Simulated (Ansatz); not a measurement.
`[CH3][Nb]([NH2])([F])=[S]` + H₂O → `[NH2][Nb]([OH])([F])=[S]` + CH₄  (formal hydrolysis of the Nb–C bond)

Gas-phase electronic energies from Ansatz, PBE0-D4/def2-TZVP geometries. CCSD(T)/CBS is the MP2 limit (def2-TZVPP, def2-QZVPP) plus CCSD(T) − MP2 in def2-TZVPP, frozen cores. This one scheme is used for every species. Functionals use def2-TZVPP. HSE06 is defined as in plane-wave codes. Elements past krypton have def2 core potentials. For Nb outer-core shells are correlated without core-valence functions, which leaves a few kJ/mol of doubt a bond. One conformer a species, not always the lowest.

```
             level  ΔE (kcal/mol)
         r2SCAN-D4          -37.9
          HSE06-D4          -35.5
      CAM-B3LYP-D4          -38.6
              BLYP          -38.9
     CCSD/def2-SVP          -39.5
  CCSD(T)/def2-SVP          -39.8
SCS-MP2/def2-TZVPP          -35.8
      HF/CBS(def2)          -38.4
```

Problem. What does CCSD(T)/CBS give? (An estimate is asked.)

Solution. Ansatz gave: -34.1 kcal/mol. The listed levels differ from it by -3.8, -1.4, -4.5, -4.8, -5.4, -5.7, -1.7, -4.3 kcal/mol.

Largest T1 diagnostic among the species: 0.023, so the coupled-cluster value is less sure than usual.

At CCSD(T), def2-SVP lies −5.7 kcal/mol from the extrapolated value and def2-TZVPP −0.8 kcal/mol. From r2SCAN to r2SCAN0 (25 % exact exchange), in def2-TZVPP and without D4, ΔE moves by +1.1 kcal/mol.

CCSD(T)/CBS has its own doubt, a few kJ/mol and more with outer-core shells, so smaller differences from it don't rank the levels.
